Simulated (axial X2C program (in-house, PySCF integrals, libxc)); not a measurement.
# Working with the constants of TiH

A bond curve at the PBE0 level, 2c, was computed with an in-house all-electron X2C program for linear molecules (integrals from PySCF) (basis Ti dyall-cv3z [10s10p6d4f2g], H dyall-v3z [6s2p1d] (cores contracted in-house)) for the state Ω = 3/2 (⟨Sz⟩ = -1.50, ⟨Lz⟩ = 3.00 at PBE0). Its fit gives Re = 1.7533 Å, ωe = 1590.0 cm⁻¹, ωexe = 22.2 cm⁻¹ and αe = 1.281e-01 cm⁻¹; the masses are 47.9479 and 1.0078 u. Two-component means X2C with spin–orbit coupling and atomic mean-field Coulomb and Gaunt terms.

Task: Find the reduced mass, Be and the force constant.

Result: From the PBE0 values: μ = 0.9871 u. Be = 16.8576/(μ Re²) = 5.556 cm⁻¹. k = 5.8918×10⁻⁷ μ ωe² = 1.47 mdyn/Å.

Task: Scale the constants to the deuteride (D 2.0141 u) within the Born–Oppenheimer picture.

Result: ρ = √(μH/μD) = 0.7146; ωe = 1136.2, ωexe = 11.3, Be = 2.837 cm⁻¹; the zero-point energy falls by 224 cm⁻¹.

Task: A Morse curve ties αe to the other constants (Pekeris). How well does that hold?

Result: αe(Morse) = 6Be²/ωe × (√(ωexe/Be) − 1) = 1.164e-01 cm⁻¹; the PBE0 curve gives 1.281e-01 cm⁻¹, a ratio of 0.91.

Task: Estimate the centrifugal constant by the Kratzer relation.

Result: D = 4Be³/ωe² = 2.71e-04 cm⁻¹.

Task: The dipole moment p changes by 2.61 D/Å at Re. What harmonic infrared intensity follows?

Result: I = 42.256 × (dp/dR)²/μ = 290 km/mol.

One determinant describes the state; a PBE0 search over occupations chose it and may have missed a lower one. Density functionals use the spin component along the axis (collinear). Other states lie close and PBE0, whose exact exchange favours high spin, may order them wrongly; the determinant shown need not be the ground state. The nearest other 2c determinant of the search, Ω = 9/2, lies 0.04 eV up at the distance of the search. The functionals have no current-density term, which raises determinants with orbital currents, atoms included. With several unpaired electrons one determinant need not be a pure state.
